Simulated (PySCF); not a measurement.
B₂H₆O₄Si. Atoms are numbered in the order given.

```xyz
13

B     -1.6219    -0.2148    -0.0475
O     -1.6692     1.0284    -0.5975
O     -2.7622    -0.9522     0.0304
Si     0.1467    -0.9498     0.6676
B      1.5864     0.3126    -0.0455
O      2.9270     0.1094    -0.1755
O      1.1056     1.5325    -0.4663
H     -0.7974     1.4617    -0.6271
H     -3.5182    -0.4686    -0.3374
H      0.4319    -2.3674     0.2733
H      0.1797    -0.9170     2.1675
H      3.2162    -0.7613     0.1214
H      1.8015     2.1162    -0.8078
```

Geometry: B3LYP-D3(BJ)/def2-SVP. This is a generated structure with no PubChem entry under its InChIKey; it may be hypothetical. The values are those of a single conformer.

The numbers are results of PySCF with PBE/pcSseg-1, not measurements.

GIAO shieldings, no solvent; atoms listed in one row are averaged. δ = σ(ref) − σ: ¹¹B against BF3 (σ = 83.9 ppm); ¹⁷O against H2O (σ = 334.3 ppm); ²⁹Si against TMS (σ = 335.4 ppm); ¹H against TMS (σ = 31.49 ppm), references at their B3LYP-D3(BJ)/def2-TZVP geometries, non-relativistic.

Computed chemical shifts:
| nucleus | atoms | count | δ (ppm) |
|---|---|---|---|
| ¹¹B | B5 | 1 | 21.6 |
| ¹¹B | B1 | 1 | 18.2 |
| ¹⁷O | O2 | 1 | 192.0 |
| ¹⁷O | O6 | 1 | 182.0 |
| ¹⁷O | O7 | 1 | 152.1 |
| ¹⁷O | O3 | 1 | 151.9 |
| ²⁹Si | Si4 | 1 | -139.6 |
| ¹H | H8 | 1 | 8.21 |
| ¹H | H12 | 1 | 5.15 |
| ¹H | H13 | 1 | 4.88 |
| ¹H | H9 | 1 | 4.77 |
| ¹H | H11 | 1 | 3.48 |
| ¹H | H10 | 1 | 3.16 |
